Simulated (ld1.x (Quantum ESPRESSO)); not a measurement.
**How hard is this phosphorus (P) TM potential?**

```json
{"Element": "P", "Generator": "ld1.x (Quantum ESPRESSO) 7.5", "Type": "norm-conserving Troullier–Martins (Kleinman–Bylander form)", "Functional": "LDA (PZ)", "Relativity": "scalar-relativistic", "Frozen core": "[Ne]", "Valence charge": "5", "Reference configuration": "3s2 3p3", "Partial waves": "3s (bound): rc 1.60 bohr; 3d channel at 0.45 Ry: rc 1.50 bohr; 3p (bound): rc 1.50 bohr", "Local potential": "the p channel", "Core correction": "Bessel-smoothed model core, default radius (core density twice the valence density)"}
```

The pseudo-atom Hamiltonian at the reference potential is diagonalised in spherical Bessel functions j_l(qr) that vanish at 20 bohr, with q² up to the cutoff. All-electron valence levels (Ry): 3s -1.0305, 3p -0.4118.

**Question.** How do the lowest levels (Ry) of each channel move with the cutoff, and are there ghosts?

**Answer.**

```csv
cutoff (Ry),s #1,d #1,d #2,p #1,p #2,f #1,f #2,Σ f·Δε (mRy)
8,-0.9527,0.0657,0.1448,-0.4075,0.0301,0.1151,0.2452,168.7
12,-1.0052,0.0655,0.1436,-0.4111,0.0299,0.1151,0.2452,52.8
18,-1.0256,0.0654,0.1425,-0.4112,0.0299,0.1151,0.2452,11.6
25,-1.0266,0.0653,0.1419,-0.4113,0.0299,0.1151,0.2452,9.2
30,-1.0270,0.0652,0.1415,-0.4114,0.0299,0.1151,0.2452,8.3
40,-1.0294,0.0652,0.1411,-0.4116,0.0299,0.1151,0.2452,3.0
50,-1.0303,0.0651,0.1409,-0.4117,0.0299,0.1151,0.2452,0.6
60,-1.0304,0.0651,0.1409,-0.4117,0.0299,0.1151,0.2452,0.4
400,-1.0305,0.0651,0.1409,-0.4118,0.0299,0.1151,0.2452,0.0
```

Result: no extra level below or beside the all-electron valence levels (s, d, p, f tested); 10 mRy is reached at 21 Ry and 1 mRy at 50 Ry.
